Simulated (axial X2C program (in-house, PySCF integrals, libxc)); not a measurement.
## Low determinants of TlH⁻ at the PBE0 level, two-component

Calculated with an in-house all-electron X2C program for linear molecules (integrals from PySCF). Two-component (2c) means X2C with spin–orbit coupling and atomic mean-field two-electron Coulomb and Gaunt terms. Basis: Tl dyall-acv3z [13s15p11d8f1g], H dyall-av3z [7s3p2d] (cores contracted in-house); Gaussian nuclei, density fitting, unrestricted open shells. Masses: Tl 204.974 u, H 1.008 u.

Search at 1.938 Å (vertical energies from the lowest determinant):

| ΔE (eV) | state | electrons beyond evenly filled partner blocks | electrons in ±ω = 1/2, 3/2, 5/2, 7/2 |
| --- | --- | --- | --- |
| 0.00 | Ω = 1/2 | ω = 1/2 | 47 24 10 2 |
| 0.29 | Ω = 3/2 | ω = 3/2 | 46 25 10 2 |
| 2.17 | Ω = 5/2 | ω = 5/2 | 46 24 11 2 |
| 2.31 | Ω = 1/2 | 2 × ω = -1/2, ω = 3/2 | 46 25 10 2 |
| 2.57 | Ω = 5/2 | 2 × ω = 1/2, ω = 3/2 | 46 25 10 2 |
| 2.76 | Ω = 3/2 | 3 × ω = 1/2 | 47 24 10 2 |
| 4.40 | Ω = 3/2 | 2 × ω = -1/2, ω = 5/2 | 46 24 11 2 |

Lowest determinant, Ω = 1/2 (⟨Sz⟩ = -0.48, ⟨Lz⟩ = 0.98 at PBE0): Re = 1.933 Å, ωe = 1170.9 cm⁻¹.

The determinant in row 2 of the search, Ω = 3/2 (⟨Sz⟩ = 0.51, ⟨Lz⟩ = 0.99 at PBE0), was followed along the bond at PBE0; measured from the minimum of the lowest determinant it gives:

Te = 0.285 eV (2298 cm⁻¹), Re = 1.902 Å, ωe = 1273.2 cm⁻¹.

Task: Compare the bond of the determinant in row 2 with that of the lowest one.

Result: At PBE0 its Re is 0.031 Å shorter and its force constant, which goes as ωe², is 1.18 times that of the lowest determinant. T0 ≈ Te + Δωe/2 = 2298 + (51) = 2349 cm⁻¹.

The search compares states at one distance, so a state with another bond length can lie lower; it is not exhaustive and yields mostly the lowest determinant of each block pattern, so other components and higher states of one pattern are missing. These are energies of single determinants, not of spin-adapted states; PBE0 term energies can be off by some tenths of an eV, and the functional has no current term. The lowest determinant need not be the ground state where others lie within half an eV. For an anion, determinants above electron detachment are held by the basis set. Row 1 has a positive highest level at its minimum. Row 2 has a positive highest level at its minimum.
